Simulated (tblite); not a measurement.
Input of a run (GFN2-xTB geometry optimisation, gas phase (tblite 0.8.0)), started from a force field or distance geometry:
```
{"job": {"kind": "relax", "xc": "GFN2-xTB", "basis": "xTB"}, "charge": 1, "multiplicity": 1}
F      2.472300    -1.149200    -0.591400
C      1.978000     0.036800    -0.127000
F      2.549700     0.203000     1.112100
C      0.472200     0.036300    -0.054800
C     -0.193000     0.766000     0.939800
C     -1.581400     0.755900     1.018800
O     -2.353800     0.037100     0.073700
C     -1.656100    -0.751800    -0.874700
C     -0.271900    -0.731500    -0.945300
H      2.325700     0.835200    -0.768700
H      0.370400     1.345500     1.660600
H     -2.092200     1.315100     1.802400
H     -2.246000    -1.364700    -1.560700
H      0.225400    -1.333900    -1.706900
```

Output (eV, eV/Å):
```
step      E/eV     max force
  0    -773.32922    3.831
  1    -773.71467    1.410
  2    -773.80558    1.091
  3    -773.86292    0.725
  4    -773.91431    0.423
  5    -773.92758    0.316
  6    -773.93777    0.209
  7    -773.94233    0.220
  8    -773.94617    0.139
  9    -773.94761    0.088
 10    -773.94835    0.064
 11    -773.94871    0.050
 12    -773.94891    0.038
 13    -773.94900    0.026
 14    -773.94905    0.020
 15    -773.94910    0.015
 16    -773.94913    0.011
 17    -773.94914    0.007
```

Question: Summarise the run.

Answer: The energy falls by 59.8 kJ/mol over 17 L-BFGS steps, the largest force on an atom goes from 3.83 to 0.007 eV/Å, and the atoms move by 0.076 Å rms after alignment. Among the bonds, C6–O7 and O7–C8 change most and about equally (-0.110 to -0.109 Å). Bonds longer at the end by more than 0.005 Å: 3 of 14; shorter: 9. Among the angles that change most is O7–C6–H12, from 119.0° to 114.3°. The energy never rose by more than 1e-5 eV on the way. The first step brought 62 % of the lowering.

Question: What are the final bond lengths?

Answer: F1–C2 1.341 Å, C2–F3 1.341 Å, C2–C4 1.515 Å, C4–C5 1.399 Å, C5–C6 1.379 Å, C6–O7 1.308 Å, O7–C8 1.308 Å, C8–C9 1.379 Å, C4–C9 1.399 Å, C2–H10 1.108 Å, C5–H11 1.081 Å, C6–H12 1.085 Å, C8–H13 1.085 Å, C9–H14 1.081 Å. Numbering counts from 1 in the input's order; the species is `FC(F)c1cc[o+]cc1`.

Its GFN2-xTB frequencies are all real (lowest 41 cm⁻¹).

Shape of the structure used: `[F:1][CH:2]([F:3])[c:4]1[cH:5][cH:6][o+:7][cH:8][cH:9]1`: F1–C2–C4–C5 150°.

One conformer stands for the species.

All values are computed, not measured.
